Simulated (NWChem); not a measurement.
System meant: ZrNH3SO; SMILES [NH2][Zr](=[S])[OH]

NWChem input:

```
start job
memory heap 200 mb stack 900 mb global 1100 mb
geometry units angstroms noautoz
  Zr     0.042499     0.005569    -0.477491
  S      0.589948     2.079425     0.125873
  O     -1.747168    -0.620909    -0.063716
  H     -2.590375    -0.383228     0.329813
  N      1.530326    -1.303798    -0.046758
  H      1.418604    -2.304494     0.113182
  H      2.468515    -1.042367     0.252847
end
basis spherical
  * library def2-svp
end
dft
  xc xpbe96 cpbe96
  iterations 150
  mulliken
end
task dft energy
```

End of the output:

```
             Northwest Computational Chemistry Package (NWChem) 7.3.0
             --------------------------------------------------------

 C1  symmetry detected

                             Geometry "geometry" -> ""
                             -------------------------

 Output coordinates in angstroms (scale by  1.889725989 to convert to a.u.)

  No.       Tag          Charge          X              Y              Z
 ---- ---------------- ---------- -------------- -------------- --------------
    1 Zr                  40.0000    -0.02033598    -0.24737422    -0.21773968
    2 S                   16.0000    -0.08428481     1.95146835     0.13670231
    3 O                    8.0000    -1.55524889    -1.30274081     0.32708702
    4 H                    1.0000    -2.42948611    -1.26981187     0.72329446
    5 N                    7.0000     1.78094634    -1.02433684     0.29734589
    6 H                    1.0000     1.95989384    -1.99063556     0.56882271
    7 H                    1.0000     2.60695516    -0.47579292     0.53211581

 Effective nuclear repulsion energy (a.u.)     401.5664562372

  pbe96 is a nonlocal functional; adding pw91lda local functional.

                                 NWChem DFT Module
                                 -----------------

 Summary of "ao basis" -> "ao basis" (spherical)
 ------------------------------------------------------------------------------
       Tag                 Description            Shells   Functions and Types
 ---------------- ------------------------------  ------  ---------------------
 Zr                         def2-svp                11       31   5s3p2d1f
 S                          def2-svp                 8       18   4s3p1d
 O                          def2-svp                 6       14   3s2p1d
 H                          def2-svp                 3        5   2s1p
 N                          def2-svp                 6       14   3s2p1d

            General Information
            -------------------
          SCF calculation type: DFT
          Wavefunction type:  closed shell.
          No. of atoms     :     7
          No. of electrons :    74
           Alpha electrons :    37
            Beta electrons :    37
          Charge           :     0
          Spin multiplicity:     1
          Use of symmetry is: off; symmetry adaption is: off
          Maximum number of iterations: 150
          AO basis - number of functions:    92
                     number of shells:    40
          Convergence on energy requested:  1.00D-06
          Convergence on density requested:  1.00D-05
          Convergence on gradient requested:  5.00D-04

              XC Information
              --------------
          PerdewBurkeErnzerhof Exchange Functional  1.000
            Perdew 1991 LDA Correlation Functional  1.000 local
           PerdewBurkeErnz. Correlation Functional  1.000 non-local

             Grid Information
             ----------------
          Grid used for XC integration:  medium
          Radial quadrature: Mura-Knowles
          Angular quadrature: Lebedev.
          Tag              B.-S. Rad. Rad. Pts. Rad. Cut. Ang. Pts.
          ---              ---------- --------- --------- ---------
          Zr                  1.55      123          10.0       590
          S                   1.00       88          11.0       590
          O                   0.60       49          11.0       434
          H                   0.35       45          12.0       434
          N                   0.65       49          11.0       434
          Grid pruning is: on
          Number of quadrature shells:   444
          Spatial weights used:  Erf1

      Superposition of Atomic Density Guess
      -------------------------------------

 Sum of atomic energies:       -1194.48025023

      Non-variational initial energy
      ------------------------------

 Total energy =   -1199.470282
 1-e energy   =   -2421.939796
 2-e energy   =     820.903058
 HOMO         =      -1.309893
 LUMO         =      -1.263627

     ---------------------------------------------
      Total Density - Mulliken Population Analysis
     ---------------------------------------------

    Atom       Charge   Shell Charges
 -----------   ------   -------------------------------------------------------
    1 Zr  40    45.25   2.00  2.03  2.11  1.03 -0.28  6.05  7.64 -0.10 10.64 -0.36 14.48
    2 S   16    11.32   2.00  1.99  0.78  0.59  5.91  0.38 -0.25 -0.07
    3 O    8     9.04   1.99  1.06  0.57  3.54  1.85  0.01
    4 H    1     0.23   0.22 -0.00  0.01
    5 N    7     7.67   1.99  1.04  0.45  2.69  1.49  0.01
    6 H    1     0.26   0.28 -0.02  0.00
    7 H    1     0.24   0.27 -0.03  0.00

[...]
```

Question: What is wrong, and how is it mended?

Answer: The run ends normally but its numbers are meaningless: the def2 basis of a heavy element holds valence functions alone and wants its effective core potential (without it all electrons must fit into that basis). This input runs:
```
start job
memory heap 200 mb stack 900 mb global 1100 mb
geometry units angstroms noautoz
  Zr     0.042499     0.005569    -0.477491
  S      0.589948     2.079425     0.125873
  O     -1.747168    -0.620909    -0.063716
  H     -2.590375    -0.383228     0.329813
  N      1.530326    -1.303798    -0.046758
  H      1.418604    -2.304494     0.113182
  H      2.468515    -1.042367     0.252847
end
basis spherical
  * library def2-svp
end
ecp
  Zr library def2-ecp
end
dft
  xc xpbe96 cpbe96
  iterations 150
  mulliken
end
task dft energy
```
It converges to -576.63795 Ha (PBE/def2-SVP with def2 effective core potentials on Zr). The faulty run gave -1227.327 Ha, with all electrons squeezed into the valence basis.
